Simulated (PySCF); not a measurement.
CH5AlNSi, CH4BO, B2ClFH (calculated)

Computed with PySCF 2.14.0. Calculation on a computer-drawn molecule: the log of a Hartree-Fock and frozen-core CCSD(T) single point meant for a local Hartree-Fock minimum, with one planted fault or none, to be diagnosed. Offsets are logged minus clean, where the clean run is the same molecule without the fault. The reference is restricted for singlets and unrestricted otherwise, and also for a bond in bohr or an excited solution. Adding or removing an electron swaps singlet and doublet. The excited solution moves the top pair (singlet) or top alpha electron (doublet) to the lowest empty orbital. Highest occupied and lowest empty are orbital energies over both spins, largest force is the largest gradient component, triples share is (T) over the correlation energy, the T1 limit is 0.02 restricted and 0.045 unrestricted, electrons count all cores, a negative frequency is imaginary (commonest isotopes), and the dipole is about the centre of nuclear charge.

Common to all runs: logged SCF converged yes; logged CC converged yes; logged SCF stable within its kind yes; possible faults no fault, one electron removed, one electron added, multiplicity raised by two, geometry at a saddle point, SCF held on an excited solution, minimal basis STO-3G, one bond length entered in bohr, all coordinates scaled.

(1) CH5AlNSi

Logged structure:
```xyz
9
CH5AlNSi
C     -3.4416    -0.5920     1.2769
Si    -2.0203    -1.0545     0.4948
N     -0.4509    -0.4252     0.7241
Al     1.1371    -0.8205    -0.0335
H     -4.3776    -1.0812     1.0309
H     -3.4984     0.1827     2.0331
H     -1.9893    -2.1123    -0.5268
H     -0.4195     0.3071     1.4192
H      2.3709     0.0340     0.4919
```

```
meant charge                         : 0
meant multiplicity                   : 2
meant basis                          : cc-pV(D+d)Z
logged electrons                     : 45
logged basis functions               : 99
logged spin squared                  : 3.7798
logged highest occupied              : -4.4746 eV
logged lowest empty                  : 1.2561 eV
logged largest force                 : 0.097554 hartree/bohr
logged T1 diagnostic                 : 0.036666
logged D1 diagnostic                 : 0.21403
logged triples share                 : 0.029592
logged dipole magnitude              : 1.7933 debye
logged energy HF                     : -625.96271 hartree
logged energy CCSD(T)                : -626.44283 hartree
planted fault                        : multiplicity raised by two
HF energy offset from clean run      : 61.06 kcal/mol
CCSD(T) energy offset from clean run : 78.32 kcal/mol
```

Drawn bonds:
```
atom  other atom  order
   1           2      2
   2           3      1
   3           4      1
   1           5      1
   1           6      1
   2           7      1
   3           8      1
   4           9      1
```

(2) CH4BO

Logged structure:
```xyz
7
CH4BO
C     -1.6091    -0.1251     1.2907
B     -0.4977    -0.2774     0.2173
O      0.5821    -1.0780     0.3868
H     -2.4717     0.5168     1.1448
H     -1.5934    -0.6465     2.2461
H     -0.5527     0.3190    -0.8233
H      0.6018    -1.5361     1.2135
```

```
meant charge                         : 0
meant multiplicity                   : 2
meant basis                          : cc-pVDZ
logged electrons                     : 23
logged basis functions               : 19
logged spin squared                  : 0.7635
logged highest occupied              : -9.3385 eV
logged lowest empty                  : 5.8742 eV
logged largest force                 : 0.052568 hartree/bohr
logged T1 diagnostic                 : 0.02108
logged D1 diagnostic                 : 0.099542
logged triples share                 : 0.02414
logged dipole magnitude              : 1.7484 debye
logged energy HF                     : -137.94339 hartree
logged energy CCSD(T)                : -138.09838 hartree
planted fault                        : minimal basis STO-3G
HF energy offset from clean run      : 1144 kcal/mol
CCSD(T) energy offset from clean run : 1317 kcal/mol
```

Drawn bonds:
```
atom  other atom  order
   1           2      1
   2           3      1
   1           4      1
   1           5      1
   2           6      1
   3           7      1
```

(3) B2ClFH

Logged structure:
```xyz
5
B2ClFH
F     -0.5600    -0.2300     2.0289
B     -0.1045    -0.0123     0.9170
B      0.5557     0.3194    -0.6827
Cl     1.0238     1.9294    -0.9452
H      0.6221    -0.5862    -1.4392
```

```
meant charge                         : 1
meant multiplicity                   : 1
meant basis                          : cc-pV(D+d)Z
logged electrons                     : 36
logged basis functions               : 25
logged spin squared                  : 0
logged highest occupied              : -16.858 eV
logged lowest empty                  : -3.8035 eV
logged largest force                 : 0.031387 hartree/bohr
logged T1 diagnostic                 : 0.023658
logged D1 diagnostic                 : 0.076137
logged triples share                 : 0.072623
logged dipole magnitude              : 5.5432 debye
logged energy HF                     : -601.76278 hartree
logged energy CCSD(T)                : -601.91146 hartree
planted fault                        : minimal basis STO-3G
HF energy offset from clean run      : 4326 kcal/mol
CCSD(T) energy offset from clean run : 4549 kcal/mol
```

Drawn bonds:
```
atom  other atom  order
   1           2      1
   2           3      1
   3           4      1
   3           5      1
```

Notes: T1 above single-reference limit.
